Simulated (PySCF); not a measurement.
A run for PySCF: R-BP86/6-31G* on CH6N2Si (a complex), monomers drawn apart or pushed together.

```python
from pyscf import gto, scf, dft, mp
from pyscf.data.elements import chemcore

mol = gto.M(
    atom='''
    N     1.20011498   -0.04338340    0.93901748
    N     0.82041372    0.05478646   -0.07873401
    C     0.39615003   -0.20717572    6.04992040
    Si   -1.27466322    0.11084729    5.26072789
    H     1.17450549   -0.28014675    5.28914542
    H     0.38616936   -1.13951050    6.61744578
    H     0.66272123    0.60106890    6.73338111
    H    -1.25955079    1.37813893    4.49001283
    H    -2.33207004    0.21080070    6.29667903
    H    -1.63658219   -0.98931585    4.33394906
    ''',
    basis='6-31g*',
    cart=True,
    charge=0, spin=0, verbose=3, max_memory=1800)
mf = dft.RKS(mol, xc='b88,p86')
mf.conv_tol = 1e-8
mf.max_cycle = 100
mf.kernel()
if not mf.converged:
    mf = mf.newton().run(mf.mo_coeff, mf.mo_occ)
```

Program output:

```
converged SCF energy = -440.733342161445
```

Self-consistency was reached.

Cost: roughly 8 core-seconds.
